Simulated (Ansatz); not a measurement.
A run of Ansatz (development build ahead of 0.2.0) on doublet F at this shape:

A single F atom.

Its results:

```json
{
 "Converged": "yes",
 "Reference energy": "-99.40094 hartree",
 "Correlation energy": "-0.20475 hartree",
 "Total energy": "-99.60568 hartree",
 "Spin squared of the determinant": "0.750"
}
```

Task: Which input gives this output? Name the method, the orbitals and the basis set, and write the input.

Result: ROHF-MP2 in cc-pVTZ.

```yaml
crystal:
  periodic: [false, false, false]
  atoms:
    - { symbol: F, position_ang: [0.0, 0.0, 0.0] }
basis:
  gaussian: { orbitals: cc-pVTZ }
magnetization:
  initial_magnetization: 1
hamiltonian:
  xc: hf
correlation:
  method: mp2
  frozen_orbitals: { F: 1 }
```
